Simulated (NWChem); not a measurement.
## Ionisation of C2H3O2

```xyz
7

C     -0.1625     1.3933     0.0000
O     -0.8587     0.1199     0.0000
C     -0.1153    -0.9617     0.0000
O      1.0682    -1.0835     0.0000
H      0.4662     1.4778    -0.8984
H     -0.9415     2.1639     0.0000
H      0.4662     1.4778     0.8984
```
Charge 0, spin multiplicity 2.

Program: NWChem. Structure: optimised with UB3LYP/def2-SVP, a minimum by its harmonic frequencies. It is one conformer; others weren't searched.

Basis set: def2-TZVP. The species with one electron less has spin multiplicity 1 and keeps the geometry of the parent. Δ marks differences of total energies (open shells unrestricted). −ε marks an orbital energy of the parent. That orbital need not have the symmetry of the hole or added electron in the Δ rows. That singlet is a closed-shell solution.

B3LYP has NWChem's definition, with VWN1-RPA local correlation. The structure started from a generated list of species. The unpaired electrons of the parent sit in orbitals of symmetry a' (Cs labels of the run); other states weren't searched. No SCF solution was tested for a lower state.

Problem. For the first vertical ionisation energy, −ε(alpha HOMO) of B3LYP gives 6.63 eV and −ε(alpha HOMO) of BHandHLYP gives 8.48 eV. What do −ε(alpha HOMO) of PBE, ΔB3LYP, ΔBHandHLYP give?

Solution. −ε(alpha HOMO) of PBE: 5.31 eV; ΔB3LYP: 9.69 eV; ΔBHandHLYP: 9.89 eV.
